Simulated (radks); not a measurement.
Spherical quantum dot in the effective-mass picture: electrons in a hard-walled sphere of radius 1.96, with a point charge +1 (a donor) at the centre, all in effective atomic units (hartree* = m*/eps^2 hartree, bohr* = eps/m* bohr), one dielectric constant everywhere. Method: non-relativistic Kohn-Sham, PBE, spin-polarised, spherical densities; computed with a radial shooting solver with Libxc functionals. Levels are named by radial order and angular momentum (1s, 1p, 1d, 2s, ...), and open shells are averaged over m.

N = 3, configuration 1s2 1p(up 1, down 0). This is the lowest configuration that the search found. Occupied and some empty levels:

| level | occupation | eigenvalue (hartree*) | <r> (bohr*) |
|---|---|---|---|
| 1s up | 1 | 1.9857 | 0.9220 |
| 1s down | 1 | 2.0768 | 0.9099 |
| 1p up | 1 | 3.4857 | 1.156 |
| 1p down | 0 | 3.6129 | 1.153 |
| 1d up | 0 | 5.1929 | 1.269 |
| 1d down | 0 | 5.3268 | 1.270 |
| 2s up | 0 | 5.5142 | 0.9648 |
| 2s down | 0 | 5.5754 | 0.9735 |
| 1f up | 0 | 7.2245 | 1.345 |
| 1f down | 0 | 7.3562 | 1.347 |

Energy (hartree*): total 3.98944, kinetic 5.3168, external -3.7672, Hartree 4.0299, exchange-correlation -1.5900.

Electron density:

| r (bohr*) | n(r) (e/bohr*^3) |
|---|---|
| 0.0425 | 1.048 |
| 0.141 | 0.8671 |
| 0.239 | 0.7263 |
| 0.337 | 0.6161 |
| 0.435 | 0.5292 |
| 0.534 | 0.4592 |
| 0.632 | 0.4010 |
| 0.730 | 0.3507 |
| 0.828 | 0.3052 |
| 0.927 | 0.2627 |
| 1.02 | 0.2219 |
| 1.12 | 0.1826 |
| 1.22 | 0.1450 |
| 1.32 | 0.1096 |
| 1.42 | 0.07813 |
| 1.52 | 0.05142 |
| 1.61 | 0.03023 |
| 1.71 | 0.01483 |
| 1.81 | 0.005027 |
| 1.91 | 0.0005495 |
